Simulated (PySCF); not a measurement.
Start geometry of 1-methylnaphthalene, `CC1=CC=CC2=CC=CC=C12` from GFN2-xTB (Å):
```
atom  x, y, z in Å
C1    -2.4393   -1.0577    0.0965
C2    -1.4020    0.0251    0.0905
C3    -1.7796    1.3396    0.1874
C4    -0.8366    2.3772    0.1851
C5     0.4949    2.0949    0.0842
C6     0.9345    0.7585   -0.0182
C7     2.3057    0.4445   -0.1231
C8     2.7246   -0.8518   -0.2203
C9     1.7851   -1.8928   -0.2172
C10    0.4489   -1.6210   -0.1186
C11   -0.0208   -0.2937   -0.0154
H12   -3.4341   -0.6275    0.1849
H13   -2.3966   -1.6380   -0.8247
H14   -2.2832   -1.7371    0.9338
H15   -2.8287    1.5890    0.2681
H16   -1.1774    3.3995    0.2638
H17    1.2300    2.8870    0.0814
H18    3.0214    1.2547   -0.1252
H19    3.7769   -1.0836   -0.2997
H20    2.1269   -2.9151   -0.2945
H21   -0.2596   -2.4349   -0.1193
```

**Question.** What comes out of this run: PySCF 2.14.0, PBE0-D3(BJ)/def2-SVP geometry optimisation, gas phase?

**Answer.** 
```
atom  x, y, z in Å
C1    -2.570   -1.080    0.023
C2    -1.537    0.007    0.016
C3    -1.915    1.331    0.112
C4    -0.965    2.377    0.107
C5     0.374    2.095    0.006
C6     0.817    0.751   -0.095
C7     2.196    0.432   -0.201
C8     2.617   -0.873   -0.297
C9     1.670   -1.921   -0.293
C10    0.326   -1.644   -0.192
C11   -0.145   -0.308   -0.090
H12   -3.581   -0.661    0.111
H13   -2.534   -1.681   -0.900
H14   -2.421   -1.777    0.864
H15   -2.978    1.576    0.193
H16   -1.306    3.412    0.185
H17    1.117    2.897    0.002
H18    2.921    1.250   -0.203
H19    3.682   -1.103   -0.378
H20    2.008   -2.957   -0.371
H21   -0.392   -2.466   -0.190
```

The energy falls by 0.053 eV over 3 energy and gradient evaluations, the largest force component goes from 0.0086 to 4.3e-04 Eh/bohr, and the atoms move by 0.021 Å rms after alignment. Among the bonds, 9 bonds (C1–H13, C1–H14, C3–H15, C4–H16, C5–H17, C7–H18 and others) change most and about equally (+0.012 to +0.013 Å). Bonds longer at the end by more than 0.005 Å: 21 of 22; shorter: 0. Rotational constants go from 1925, 1140, 719.0 to 1899, 1127, 710.4 MHz. The orientation of the end geometry is arbitrary; only internal coordinates are fixed.

The run used 204 basis functions and 21 SCF cycles in all. On an Arm Neoverse V1 with one thread, shared host with 32 logical CPUs at a one-minute load of 31, this took 89 s wall and 0.87 GiB of memory at its peak.

No frequency check.
